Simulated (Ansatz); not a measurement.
One change: `COB(O)O` becomes `C[Te]B(O)O`.

Ansatz, PBE0-D4/def2-TZVP geometries, multiplicity 1. Each molecule was computed in one conformer, which needn't be the lowest.

Elements past krypton have def2 core potentials.  Spin–orbit coupling is left out; it splits and shifts lone-pair levels of the heavy atoms by tenths of an eV.

```json
{"property": "HOMO–LUMO gap (ωB97M-V/def2-TZVPP) / eV", "`COB(O)O`": "12.93"}
{"property": "LUMO energy (B3LYP/def2-TZVPP) / eV", "`COB(O)O`": "0.36"}
{"property": "HOMO energy (B3LYP/def2-TZVPP) / eV", "`COB(O)O`": "-8.18"}
{"property": "HOMO–LUMO gap (PBE0/def2-TZVPP) / eV", "`COB(O)O`": "9.17"}
{"property": "HOMO energy (ωB97M-V/def2-TZVPP) / eV", "`COB(O)O`": "-10.85"}
{"property": "HOMO energy (PBE/def2-TZVPP) / eV", "`COB(O)O`": "-6.81"}
```

Give the same properties after the change, and the shifts. (Estimate.)

The calculation gave: 
```csv
property,`C[Te]B(O)O`,shift
HOMO–LUMO gap (ωB97M-V/def2-TZVPP) / eV,9.32,-3.61
LUMO energy (B3LYP/def2-TZVPP) / eV,-0.75,-1.11
HOMO energy (B3LYP/def2-TZVPP) / eV,-5.84,2.34
HOMO–LUMO gap (PBE0/def2-TZVPP) / eV,5.56,-3.61
HOMO energy (ωB97M-V/def2-TZVPP) / eV,-8.12,2.73
HOMO energy (PBE/def2-TZVPP) / eV,-5.02,1.79
```

With PBE0 the HOMO rises by 2.38 eV and the LUMO falls by 1.24 eV, so the gap narrows by about 3.62 eV. PBE moves the HOMO by 1.79 eV and ωB97M-V by 2.73 eV.

B3LYP here is the variant with VWN-RPA as its local correlation; programs differ in this.
